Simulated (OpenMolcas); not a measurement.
Rh2+ in a point-charge field

Rh2+ among 6 point charges of -1.7 e arranged as a tetragonal octahedron (D4h), 2 Å from the ion, with the axial distance 1.800 Å. The active orbitals were held to one l.

| Quantity | Value |
| --- | --- |
| Program | OpenMolcas |
| Method | CASSCF |
| Basis | ANO-RCC-VDZP [6s5p3d1f] |
| Scalar Hamiltonian | DKH2, point nucleus |
| Active space | 7 electrons in 5 orbitals (4d) |
| State averaging | 2S+1 = 4 even, 10 roots; 2S+1 = 2 even, 40 roots |
| Spin-orbit coupling | RASSI with atomic mean-field integrals over the reference wave functions |

The lowest spin-free states (labels of D4, the rotations of D4h), above the lowest:

```json
{"State": "4E", "Degeneracy": "2", "E (cm-1)": "0.0", "Free-ion L (%)": "F (94)"}
{"State": "4A2", "Degeneracy": "1", "E (cm-1)": "2712", "Free-ion L (%)": "F (99)"}
{"State": "2B1", "Degeneracy": "1", "E (cm-1)": "4166", "Free-ion L (%)": "G (45)"}
{"State": "4E", "Degeneracy": "2", "E (cm-1)": "10536", "Free-ion L (%)": "F (96)"}
{"State": "2A1", "Degeneracy": "1", "E (cm-1)": "10661", "Free-ion L (%)": "G (50)"}
{"State": "4B2", "Degeneracy": "1", "E (cm-1)": "13375", "Free-ion L (%)": "F (100)"}
{"State": "2B2", "Degeneracy": "1", "E (cm-1)": "13546", "Free-ion L (%)": "G (54)"}
{"State": "2E", "Degeneracy": "2", "E (cm-1)": "14371", "Free-ion L (%)": "G (48)"}
{"State": "2E", "Degeneracy": "2", "E (cm-1)": "17746", "Free-ion L (%)": "G (42)"}
{"State": "4A2", "Degeneracy": "1", "E (cm-1)": "18107", "Free-ion L (%)": "P (99)"}
{"State": "2A2", "Degeneracy": "1", "E (cm-1)": "18572", "Free-ion L (%)": "G (55)"}
{"State": "2E", "Degeneracy": "2", "E (cm-1)": "19211", "Free-ion L (%)": "G (39)"}
{"State": "2A2", "Degeneracy": "1", "E (cm-1)": "22463", "Free-ion L (%)": "H (52)"}
{"State": "4B1", "Degeneracy": "1", "E (cm-1)": "24438", "Free-ion L (%)": "F (100)"}
{"State": "2A1", "Degeneracy": "1", "E (cm-1)": "25045", "Free-ion L (%)": "G (98)"}
{"State": "2E", "Degeneracy": "2", "E (cm-1)": "26969", "Free-ion L (%)": "H (63)"}
{"State": "4E", "Degeneracy": "2", "E (cm-1)": "27427", "Free-ion L (%)": "P (89)"}
{"State": "2B1", "Degeneracy": "1", "E (cm-1)": "27676", "Free-ion L (%)": "H (48)"}
{"State": "2B2", "Degeneracy": "1", "E (cm-1)": "28030", "Free-ion L (%)": "H (68)"}
{"State": "2A2", "Degeneracy": "1", "E (cm-1)": "28580", "Free-ion L (%)": "H (51)"}
```

The lowest levels with spin-orbit coupling:

| E (cm-1) | Degeneracy | Label | 2S+1 | g |
| --- | --- | --- | --- | --- |
| 0.0 | 2 | E1/2 | 4 | 1.42 1.42 9.18 |
| 696.8 | 2 | E1/2 | 4 | 0.55 0.55 4.30 |
| 900.5 | 2 | E3/2 | 4 (89 %) | 1.38 3.82 3.82 |
| 1724 | 2 | E3/2 | 4 | 2.52 3.56 3.56 |
| 3645 | 2 | E1/2 | 4 | 1.58 3.92 3.92 |
| 4018 | 2 | E3/2 | 4 | 0.11 0.11 5.13 |
| 5941 | 2 | E3/2 | 2 (85 %) | 2.17 2.17 2.90 |
| 11111 | 2 | E3/2 | 4 (81 %) | 1.56 3.34 3.34 |
| 11543 | 2 | E1/2 | 4 | 0.42 3.30 3.30 |
| 11816 | 2 | E1/2 | 4 | 2.76 2.76 3.59 |
| 11943 | 2 | E3/2 | 4 | 1.23 3.04 3.04 |
| 12012 | 2 | E1/2 | 2 (89 %) | 1.76 2.20 2.20 |
| 13905 | 2 | E1/2 | 4 (75 %) | 0.04 0.04 6.05 |
| 14458 | 2 | E3/2 | 4 (70 %) | 1.09 1.91 1.91 |
| 15106 | 2 | E3/2 | 2 (61 %) | 0.17 0.71 0.71 |
| 15978 | 2 | E3/2 | 2 (90 %) | 0.07 0.25 0.25 |
| 16287 | 2 | E1/2 | 2 (79 %) | 0.28 0.28 3.51 |
| 17995 | 2 | E3/2 | 4 (55 %) | 0.08 0.08 4.24 |
| 18387 | 2 | E1/2 | 2 (58 %) | 0.28 1.43 1.43 |
| 19491 | 2 | E1/2 | 2 (81 %) | 0.38 1.57 1.57 |

Powder χT (cm3 K/mol): 2.76 at 2 K, 2.78 at 10 K, 2.89 at 50 K, 3.02 at 100 K, 3.26 at 200 K, 3.42 at 300 K. The effective moment at 300 K is 2.828 √(χT) = 5.23 μB.

The lowest level has 2S+1 = 4, for which the spin-only value is χT = S(S+1) / 2 = 1.875 cm3 K/mol (g = 2). The computed 3.424 at 300 K differs by +1.549, through orbital momentum, spin-orbit coupling and any other state in reach.

An orbital doublet at a regular site is open to a Jahn-Teller distortion, which this geometry leaves out. Without dynamic correlation the repulsion within the d shell is too large (B by tens of per cent), so at a given field states of lower spin stand too high. This shell can be high or low spin here, a state of another spin lies low, and with metal d orbitals alone active their balance is uncertain, so the ground spin may be wrong. Point charges give a weaker field than real ligands, and real ions of this kind are as a rule low spin; the high spin found here belongs to the model. Point charges carry no covalency, so the field is a model and not that of real ligands. No measured value stands beside these numbers.
